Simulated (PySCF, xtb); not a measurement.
C3H7O2, SMILES [O]CC(C)O, multiplicity 2. One conformer was computed; it need not be the lowest.

Harmonic wavenumbers (cm⁻¹) from GFN2-xTB (xtb) at its own minimum, in rising order: 80, 200, 239, 292, 361, 426, 519, 597, 876, 953, 984, 1052, 1100, 1130, 1191, 1203, 1237, 1290, 1316, 1353, 1393, 1480, 1487, 2540, 2646, 2844, 3026, 3033, 3054, 3551.

Q: What does ωB97X-D3(BJ)/def2-SVP (PySCF) give at its own minimum? (Estimate from the structure and the level; the computed values follow.)

A: 120, 244, 270, 277, 381, 431, 527, 548, 871, 968, 999, 1089, 1131, 1178, 1200, 1264, 1320, 1372, 1377, 1427, 1437, 1475, 1491, 2947, 3002, 3025, 3061, 3153, 3176, 3897. Paired by order, the mean absolute difference is 78 cm⁻¹ and the zero-point energies are 59.3 and 62.4 kcal/mol.
